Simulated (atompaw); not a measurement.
**An all-electron radial function and its pseudo partner (potassium (K))**

Columns: radius, all-electron u(r) and pseudo u(r) of the 3p shell (level -24.88 eV) of potassium in the configuration [Ne] 3s2 3p6 3d0 4s0 4p0; PBE, scalar-relativistic, PAW (atompaw) scheme, atompaw 4.2.0.5.

| r (bohr) | all-electron | pseudo |
| --- | --- | --- |
| 0.115 | -0.3160 | 0.0086 |
| 0.231 | -0.4295 | 0.0344 |
| 0.346 | -0.2568 | 0.0758 |
| 0.462 | 0.0280 | 0.1315 |
| 0.577 | 0.3087 | 0.1979 |
| 0.692 | 0.5398 | 0.2719 |
| 0.808 | 0.7101 | 0.3502 |
| 0.923 | 0.8188 | 0.4270 |
| 1.038 | 0.8761 | 0.4982 |
| 1.154 | 0.8932 | 0.5601 |
| 1.269 | 0.8805 | 0.6079 |
| 1.385 | 0.8471 | 0.6399 |
| 1.500 | 0.8008 | 0.6543 |
| 1.615 | 0.7468 | 0.6516 |
| 1.731 | 0.6886 | 0.6333 |
| 1.846 | 0.6301 | 0.6024 |
| 1.962 | 0.5721 | 0.5613 |
| 2.077 | 0.5171 | 0.5144 |
| 2.192 | 0.4653 | 0.4651 |
| 2.308 | 0.4167 | 0.4167 |
| 2.423 | 0.3724 | 0.3724 |
| 2.538 | 0.3319 | 0.3319 |
| 2.654 | 0.2949 | 0.2949 |
| 2.769 | 0.2617 | 0.2617 |
| 2.885 | 0.2317 | 0.2317 |
| 3.000 | 0.2050 | 0.2050 |

**Question.** How many radial nodes do the two functions have?

**Answer.** The all-electron 3p function has n − l − 1 = 1; the pseudo-wave has 0, since the states of the same l below it are removed with the core.

**Question.** At about which radius was the pseudo-wave matched?

**Answer.** 2.30 bohr, where the columns begin to agree (steps of 0.12 bohr).

**Question.** Is the pseudo-wave norm-conserving?

**Answer.** No, it belongs to a PAW set: the norm inside the radius is not constrained, and the difference is carried by the augmentation charge.
